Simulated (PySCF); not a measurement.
# Radial density of S²⁺ (sulfur, charge +2)

CAM-B3LYP, [Ne] 3s2 3p1 4s1, high-spin 3P determinant (an excited configuration). Calculation: PySCF 2.14, in aug-cc-pCVTZ-DK with one added diffuse shell each of s, p, d, f type (9s8p6d4f, 91 functions); the spin-free X2C one-electron Hamiltonian (Gaussian nucleus).

```csv
r (bohr),4πr²ρ (e/bohr),4πr²(ρα − ρβ)
0.00210,0.1638,0.0002
0.00352,0.4237,0.0004
0.00593,1.071,0.0010
0.00997,2.585,0.0024
0.0168,5.750,0.0053
0.0282,11.12,0.0104
0.0474,16.96,0.0176
0.0798,17.77,0.0308
0.134,12.76,0.0817
0.226,14.08,0.1910
0.380,17.24,0.1402
0.639,7.457,0.0141
1.07,2.584,0.6242
1.81,1.671,0.5706
3.04,0.4903,0.4094
5.11,0.1501,0.1498
8.60,0.001482,0.0015
```

Densities and radii are taken from the X2C orbitals without a picture-change correction, which distorts them close to the nucleus.

The outer electron is Rydberg-like, and this basis confines it to a smaller radius and binds it less than a complete one would.
